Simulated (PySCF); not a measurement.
## Peak assignment

Bonds (- single, = double, # triple, : aromatic): F1-C2, C2-C3, C3=C4, C4-O5, O5-Si6, C4-C7, C7-O8, O8-C9, C9-C2. C2 carries H10; C3 carries H11; Si6 carries H12, H13, H14; C7 carries H15, H16; C9 carries H17, H18. Stereochemistry as in F[C@H]1C=C(O[SiH3])COC1. H16, H17 are cis to F1 on the ring; H15, H18 are trans to F1 on the ring.

All values are calculated (PySCF 2.14.0 with density-fitted response routines): geometry from GFN2-xTB, shielding tensors at PBE0/pcSseg-1 (GIAO). Isolated molecule, non-relativistic, one averaged value for each set of equivalent atoms, one conformer.

Chemical shifts δ = σref − σ; 13C and 1H against TMS, all at this level.

Question: Assign these signals to the numbered atoms. 13C{1H} NMR (computed): δ 157.4, 112.8, 87.0, 70.7, 66.8.

Answer: 
| δ (ppm) | atoms | environment | reason |
| --- | --- | --- | --- |
| 157.4 | C4 | alkene carbon bearing oxygen | an sp2 carbon further deshielded by the attached heteroatom |
| 112.8 | C3 | β carbon of an enol-ether or enamine type C=C | the O or N lone pair pushes π density onto this β carbon and shields it |
| 87.0 | C2 | allylic sp3 CH bonded to F | deshielded by the electronegative neighbour |
| 70.7 | C9 | sp3 CH2 bonded to O | the inductive effect lowers its shielding |
| 66.8 | C7 | allylic sp3 CH2 bonded to O | the inductive effect lowers its shielding |

Question: Assign these signals to the numbered atoms. 1H NMR (400 MHz, computed): δ 5.69 (m, 1H), 5.50 (m, 1H), 5.02 (s, 3H), 4.30 (m, 1H), 4.21 (m, 1H), 4.16 (m, 1H), 3.40 (m, 1H).

Answer: 
| δ (ppm) | atoms | environment | reason |
| --- | --- | --- | --- |
| 5.69 | H11 | hydrogen on a β carbon of an enol-ether or enamine type C=C | a vinylic proton, deshielded by the sp2 carbon and the C=C anisotropy |
| 5.50 | H10 | hydrogen on an allylic sp3 CH bonded to F | its carbon carries F, hence the downfield position |
| 5.02 | H12/H13/H14 | hydrogen on a silicon bonded to O | – |
| 4.30 | H18 | hydrogen on an sp3 CH2 bonded to O | its carbon carries O, hence the downfield position |
| 4.21 | H15 | hydrogen on an allylic sp3 CH2 bonded to O | its carbon carries O, hence the downfield position |
| 4.16 | H16 | hydrogen on an allylic sp3 CH2 bonded to O | – |
| 3.40 | H17 | hydrogen on an sp3 CH2 bonded to O | its carbon carries O, which withdraws density |

H18 and H15; H15 and H16 lie closer than the usual error of such a calculation, so a measured spectrum could show them in the other order.

Splittings by 19F in the carbon and heteronuclear signals aren't shown, as no couplings were computed. Shifts are as computed. Against solution values, carbons near 30 ppm lie about +3 ppm off and those near 130 ppm about +5 ppm. Of 1211 compounds with measured shifts, 218 miss one by over three times the rms of a fit or turn the order of signals round; such compounds aren't used in these exercises. No couplings were computed; multiplicities are counted from neighbouring protons, with m where these are inequivalent, close in shift, in a saturated or five-membered ring or joined by F or P, and br s for small geminal =CH2 splittings.
